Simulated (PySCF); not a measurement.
# Radial density of Ba (barium, neutral)

B2PLYP, [Xe] 6p2, high-spin 3P determinant (an excited configuration). Calculation: PySCF 2.14, in aug-cc-pwCVTZ-X2C (11s10p8d4f, 109 functions); the spin-free X2C one-electron Hamiltonian (Gaussian nucleus).

| r (bohr) | 4πr²ρ (e/bohr) | 4πr²(ρα − ρβ) |
| --- | --- | --- |
| 0.0272 | 66.54 | 0.0023 |
| 0.0458 | 70.50 | 0.0051 |
| 0.0770 | 95.74 | 0.0034 |
| 0.130 | 71.74 | 0.0004 |
| 0.218 | 81.76 | 0.0112 |
| 0.367 | 38.88 | 0.0018 |
| 0.617 | 33.05 | 0.0218 |
| 1.04 | 13.40 | 0.0240 |
| 1.74 | 6.165 | 0.0598 |
| 2.93 | 1.090 | 0.0535 |
| 4.93 | 0.4360 | 0.4237 |
| 8.30 | 0.1676 | 0.1676 |
| 14.0 | 0.004502 | 0.0045 |

Densities and radii are taken from the X2C orbitals without a picture-change correction, which distorts them close to the nucleus.

Spin-orbit coupling, absent here, splits the open shell strongly.
